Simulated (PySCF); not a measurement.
CH8N2Si3.

```xyz
14

N      2.9402     0.7847     0.0343
Si     1.5030     0.1253     0.7055
N      0.4501    -0.9513    -0.3245
C     -0.7249    -0.4059    -0.2636
Si    -2.2429    -1.2190    -1.0693
Si    -0.5453     1.2876     0.6861
H      3.8404     0.3316     0.1557
H      2.9259     1.3833    -0.7848
H      1.9189    -0.6307     1.9193
H     -2.7857    -0.2978    -2.1139
H     -1.9046    -2.5349    -1.6781
H     -3.2993    -1.3939    -0.0267
H     -1.4222     1.5686     1.8678
H     -0.6650     2.4598    -0.2388
```

Coordinates come from a B3LYP-D3(BJ)/def2-SVP optimisation. The structure was generated by enumeration; whether it is a known compound was not checked. One conformer was computed; it need not be the lowest.

All values below come from PBE/pcSseg-1 (PySCF). Non-relativistic, no solvent.

Computed absolute GIAO shielding of each atom: isotropic value and principal components (ppm):
```tsv
atom	σ(iso)	σ11	σ22	σ33	span
N1	220.6	198.2	216.6	246.9	48.7
Si2	358.1	312.0	366.0	396.3	84.3
N3	-388.9	-988.9	-287.7	110.1	1099.0
C4	-63.8	-192.0	-111.5	112.1	304.2
Si5	412.9	365.0	421.0	452.6	87.6
Si6	343.1	153.8	367.0	508.6	354.9
H7	29.2	23.0	24.9	39.7	16.7
H8	29.8	23.5	27.0	39.0	15.5
H9	25.9	23.3	24.7	29.6	6.3
H10	26.7	24.4	25.8	29.7	5.3
H11	27.2	24.5	25.5	31.6	7.1
H12	26.8	24.5	25.9	30.0	5.6
H13	24.8	19.9	25.3	29.1	9.2
H14	25.5	22.2	25.9	28.3	6.0
```
